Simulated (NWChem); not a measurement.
System: PbHOI, singlet; SMILES [Pb]([OH])[I]

Excerpt of the output:

```
             Northwest Computational Chemistry Package (NWChem) 7.3.0
             --------------------------------------------------------

 CS  symmetry detected

                             Geometry "geometry" -> ""
                             -------------------------

 Output coordinates in angstroms (scale by  1.889725989 to convert to a.u.)

  No.       Tag          Charge          X              Y              Z
 ---- ---------------- ---------- -------------- -------------- --------------
    1 Pb                  82.0000     0.21172185     1.00819421     0.00000000
    2 I                   53.0000    -0.00797208    -1.81318437     0.00000000
    3 O                    8.0000    -1.85968008     1.38687152     0.00000000
    4 H                    1.0000    -2.06123068     2.33187441     0.00000000

 Effective nuclear repulsion energy (a.u.)    1065.1585414067

      Symmetry information
      --------------------

 Group name             Cs
 Group number              2
 Group order               2
 No. of unique centers     4

                                 NWChem DFT Module
                                 -----------------

 Summary of "ao basis" -> "ao basis" (spherical)
 ------------------------------------------------------------------------------
       Tag                 Description            Shells   Functions and Types
 ---------------- ------------------------------  ------  ---------------------
 Pb                         def2-svp                10       26   4s4p2d
 I                          def2-svp                10       26   4s4p2d
 O                          def2-svp                 6       14   3s2p1d
 H                          def2-svp                 3        5   2s1p

      Symmetry analysis of basis
      --------------------------

        a'         50
        a"         21

            General Information
            -------------------
          SCF calculation type: DFT
          Wavefunction type:  closed shell.
          No. of atoms     :     4
          No. of electrons :    56
           Alpha electrons :    28
            Beta electrons :    28
          Charge           :     0
          Spin multiplicity:     1
          Use of symmetry is: on ; symmetry adaption is: on
          Maximum number of iterations: 150
          AO basis - number of functions:    71
                     number of shells:    29
          Convergence on energy requested:  1.00D-06
          Convergence on density requested:  1.00D-05
          Convergence on gradient requested:  5.00D-04

              XC Information
              --------------
                      HCTH407 Method XC Functional
                      HCTH407  Exchange Functional  1.000
                   HCTH407  Correlation Functional  1.000

             Grid Information
             ----------------
          Grid used for XC integration:  medium
          Radial quadrature: Mura-Knowles
          Angular quadrature: Lebedev.
          Tag              B.-S. Rad. Rad. Pts. Rad. Cut. Ang. Pts.
          ---              ---------- --------- --------- ---------
          Pb                  1.80      123          10.0       590
          I                   1.40      123          12.0       590
          O                   0.60       49          10.0       434
          H                   0.35       45          12.0       434
          Grid pruning is: on
          Number of quadrature shells:   340
          Spatial weights used:  Erf1

      Superposition of Atomic Density Guess
      -------------------------------------

 Sum of atomic energies:        -641.67764603

      Non-variational initial energy
      ------------------------------

 Total energy =    -563.739829
 1-e energy   =   -1330.807982
 2-e energy   =     579.698934
 HOMO         =      -0.306593
 LUMO         =      -0.046001

      Symmetry analysis of molecular orbitals - initial
      -------------------------------------------------

  Numbering of irreducible representations:

     1 a'          2 a"

  Orbital symmetries:

     1 a'          2 a'          3 a'          4 a'          5 a'
     6 a"          7 a'          8 a'          9 a"         10 a'
    11 a'         12 a"         13 a'         14 a"         15 a'
    16 a'         17 a'         18 a'         19 a"         20 a"
    21 a'         22 a'         23 a'         24 a"         25 a'
    26 a"         27 a'         28 a'         29 a"         30 a'
    31 a'         32 a'         33 a'         34 a'         35 a"
    36 a'         37 a"         38 a'

     ---------------------------------------------
      Total Density - Mulliken Population Analysis
     ---------------------------------------------

    Atom       Charge   Shell Charges
 -----------   ------   -------------------------------------------------------
    1 Pb  22    20.67   2.99 -0.94  1.20  0.70  3.38  2.61  0.43  0.24  9.74  0.32
    2 I   25    25.61   1.83  0.22  1.24  0.68  2.92  3.14  2.72  2.86  9.83  0.18
    3 O    8     9.04   1.99  1.12  0.70  3.13  2.09  0.00
    4 H    1     0.67   0.53  0.08  0.06

   convergence    iter        energy       DeltaE   RMS-Dens  Diis-err
 ---------------- ----- ----------------- --------- --------- ---------
 d= 0,ls=0.0,diis     1   -567.5400479056 -7.55D+02  4.92D-02  8.36D-01
 d= 0,ls=0.0,diis     2   -564.5558345530  2.98D+00  4.02D-02  1.76D+01
 d= 0,ls=0.0,diis     3   -567.5830409874 -3.03D+00  1.76D-02  3.76D-01
 d= 0,ls=0.0,diis     4   -567.6383092077 -5.53D-02  7.68D-03  1.60D-01
 d= 0,ls=0.0,diis     5   -567.6688019957 -3.05D-02  1.01D-03  5.11D-03
  Resetting Diis
 d= 0,ls=0.0,diis     6   -567.6738848297 -5.08D-03  1.59D-04  1.02D-04
 d= 0,ls=0.0,diis     7   -567.6738972788 -1.24D-05  1.51D-04  9.86D-06
 d= 0,ls=0.0,diis     8   -567.6738920459  5.23D-06  1.08D-04  3.49D-05
 d= 0,ls=0.0,diis     9   -567.6738989645 -6.92D-06  2.14D-05  2.94D-06
 d= 0,ls=0.0,diis    10   -567.6738992397 -2.75D-07  1.25D-05  8.40D-07
 d= 0,ls=0.0,diis    11   -567.6738993512 -1.12D-07  2.41D-06  1.94D-08

         Total DFT energy =     -567.673899351223
      One electron energy =    -1334.140732131422
           Coulomb energy =      627.717630174109
    Exchange-Corr. energy =      -48.620016206030
 Nuclear repulsion energy =      187.369218812120

 Numeric. integr. density =       56.000004349402

                  Occupations of the irreducible representations
                  ----------------------------------------------

                     irrep           alpha         beta
                     --------     --------     --------
                     a'               20.0         20.0
                     a"                8.0          8.0

                       DFT Final Molecular Orbital Analysis
                       ------------------------------------

 Vector   26  Occ=2.000000D+00  E=-2.339298D-01  Symmetry=a'
              MO Center= -3.4D-01, -1.3D-01,  4.1D-15, r^2= 5.2D+00
   Bfn.  Coefficient  Atom+Function         Bfn.  Coefficient  Atom+Function
  ----- ------------  ---------------      ----- ------------  ---------------
    38      0.410567  2 I  py                41      0.346284  2 I  py
    56      0.306396  3 O  px                 4     -0.239895  1 Pb s
    59      0.234659  3 O  px                11     -0.230756  1 Pb px
     3     -0.227445  1 Pb s                 12     -0.187947  1 Pb py
     1      0.165874  1 Pb s                 35     -0.164945  2 I  py

 Vector   27  Occ=2.000000D+00  E=-2.245443D-01  Symmetry=a"
              MO Center= -1.8D-01, -1.4D+00,  3.7D-15, r^2= 3.2D+00
   Bfn.  Coefficient  Atom+Function         Bfn.  Coefficient  Atom+Function
  ----- ------------  ---------------      ----- ------------  ---------------
    39      0.569500  2 I  pz                42      0.507897  2 I  pz
    36     -0.231736  2 I  pz                58     -0.207875  3 O  pz
    33     -0.187017  2 I  pz                61     -0.162121  3 O  pz
    13      0.076973  1 Pb pz                18      0.053169  1 Pb d -1
    16      0.049541  1 Pb pz                23     -0.034637  1 Pb d -1

 Vector   28  Occ=2.000000D+00  E=-2.170618D-01  Symmetry=a'
              MO Center= -1.1D-01, -1.5D+00, -1.3D-15, r^2= 3.0D+00
   Bfn.  Coefficient  Atom+Function         Bfn.  Coefficient  Atom+Function
  ----- ------------  ---------------      ----- ------------  ---------------
    37      0.582605  2 I  px                40      0.518505  2 I  px
    34     -0.236553  2 I  px                31     -0.190812  2 I  px
    56      0.169051  3 O  px                59      0.136645  3 O  px
     3     -0.120699  1 Pb s                  4     -0.102002  1 Pb s
     1      0.082774  1 Pb s                 17      0.066638  1 Pb d -2

 Vector   29  Occ=0.000000D+00  E=-1.200496D-01  Symmetry=a"
              MO Center=  9.8D-02,  8.7D-01,  1.2D-15, r^2= 4.2D+00
   Bfn.  Coefficient  Atom+Function         Bfn.  Coefficient  Atom+Function
  ----- ------------  ---------------      ----- ------------  ---------------
    13      0.560383  1 Pb pz                16      0.551841  1 Pb pz
    58     -0.230420  3 O  pz                42     -0.222458  2 I  pz
    61     -0.204756  3 O  pz                10     -0.186907  1 Pb pz
    39     -0.184079  2 I  pz                 7     -0.180317  1 Pb pz
    36      0.074854  2 I  pz                33      0.059713  2 I  pz

 Vector   30  Occ=0.000000D+00  E=-6.485334D-02  Symmetry=a'
              MO Center=  2.0D-01,  7.3D-01, -1.7D-14, r^2= 6.0D+00
   Bfn.  Coefficient  Atom+Function         Bfn.  Coefficient  Atom+Function
  ----- ------------  ---------------      ----- ------------  ---------------
    15      0.833154  1 Pb py                41      0.565503  2 I  py
    12      0.480041  1 Pb py                30      0.377444  2 I  s
     3     -0.359261  1 Pb s                 38      0.281032  2 I  py
    29      0.163471  2 I  s                  9     -0.162395  1 Pb py
     6     -0.156013  1 Pb py                 1      0.150642  1 Pb s

 Vector   31  Occ=0.000000D+00  E=-4.271485D-02  Symmetry=a'
              MO Center=  6.4D-02,  1.0D+00,  5.8D-17, r^2= 5.3D+00
   Bfn.  Coefficient  Atom+Function         Bfn.  Coefficient  Atom+Function
  ----- ------------  ---------------      ----- ------------  ---------------
    14      0.779712  1 Pb px                55      0.498647  3 O  s
    11      0.370404  1 Pb px                 3     -0.332242  1 Pb s
    56      0.233180  3 O  px                59      0.217762  3 O  px
    68     -0.202431  4 H  s                 40     -0.186760  2 I  px
     1      0.155222  1 Pb s                 54      0.147559  3 O  s

     ---------------------------------------------
      Total Density - Mulliken Population Analysis
     ---------------------------------------------

    Atom       Charge   Shell Charges
 -----------   ------   -------------------------------------------------------
    1 Pb  22    21.42   3.01 -0.94  1.42  0.44  3.37  2.65  0.88  0.48  9.70  0.42
    2 I   25    25.28   1.83  0.22  1.39  0.53  2.93  3.12  2.65  2.59  9.80  0.21
    3 O    8     8.45   1.99  1.09  0.72  2.81  1.82  0.01
    4 H    1     0.85   0.70  0.08  0.07

     -------------------------------------------
      Total Density - Lowdin Population Analysis
     -------------------------------------------

    Atom       Charge   Shell Charges
 -----------   ------   -------------------------------------------------------
    1 Pb  22    21.63   1.49  0.48  1.13  0.75  3.09  2.71  1.02  0.72  9.33  0.91
    2 I   25    25.14   1.25  0.74  1.09  0.81  2.77  3.19  2.55  2.72  9.49  0.53
    3 O    8     8.29   1.97  0.93  0.66  2.67  2.04  0.01
    4 H    1     0.95   0.57  0.19  0.19

     Multipole analysis of the density
     ---------------------------------

     L   x y z        total         alpha         beta         nuclear
     -   - - -        -----         -----         ----         -------
     0   0 0 0     -0.000000    -28.000000    -28.000000     56.000000

     1   1 0 0      0.761046     12.172501     12.172501    -23.583955
     1   0 1 0      1.705722     10.039282     10.039282    -18.372842
     1   0 0 1      0.000000      0.000000      0.000000      0.000000

     2   2 0 0    -46.928288    -82.214787    -82.214787    117.501286
     2   1 1 0     -0.089530     36.348327     36.348327    -72.786184
     2   1 0 1      0.000000      0.000000      0.000000      0.000000
     2   0 2 0    -40.866108   -244.299328   -244.299328    447.732548
     2   0 1 1      0.000000      0.000000      0.000000      0.000000
     2   0 0 2    -43.017069    -21.508535    -21.508535      0.000000
```

Level: HCTH/407/def2-SVP with def2 effective core potentials on I, Pb. Low-valent species are run as closed-shell singlets; no triplet was tried in these runs. All runs use the structure optimised with PBE0/def2-SVP. def2 effective core potentials on I, Pb; no spin-orbit coupling.

Task: Reconstruct the input file.

Result: Several could match; the one computed here: the input that was run:
```
start job
memory heap 200 mb stack 900 mb global 1100 mb
geometry units angstroms noautoz
  Pb     0.132517     1.021937     0.000000
  I      0.041558    -1.806520     0.000000
  O     -1.953983     1.305874     0.000000
  H     -2.198367     2.240716     0.000000
end
basis spherical
  * library def2-svp
end
ecp
  I library def2-ecp
  Pb library def2-ecp
end
dft
  xc hcth407
  iterations 150
  mulliken
end
task dft energy
```
